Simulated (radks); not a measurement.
The numbers below are computed, except where a source is named.
Coulomb parameter of the 3d shell of the titanium ion Ti2+ in the model configuration [Ar] 3d1 4p1, as a second difference U = [E(n + 1) + E(n - 1) - 2 E(n)] / (1)^2 with all orbitals relaxed. "Bare": the charge of the atom changes with n. "Screened": the 4p shell takes up the change at fixed total charge, which measures U(3d,3d) + U(4p,4p) - 2 U(3d,4p). Code: a radial shooting solver on a logarithmic mesh with Libxc functionals. Model: Dirac Kohn-Sham, PBE, spin-unpolarised, spherical densities, point nucleus; open shells are shared between the two j in proportion to 2j + 1.

case         configuration  E - E(n) (eV)
start         [Ar] 3d1 4p1          0.000
bare +1       [Ar] 3d2 4p1        -18.881
bare -1           [Ar] 4p1         33.700
screened +1       [Ar] 3d2         -9.085
screened -1       [Ar] 4p2         13.406

U(bare) = 14.820 eV, U(screened by 4p) = 4.321 eV.
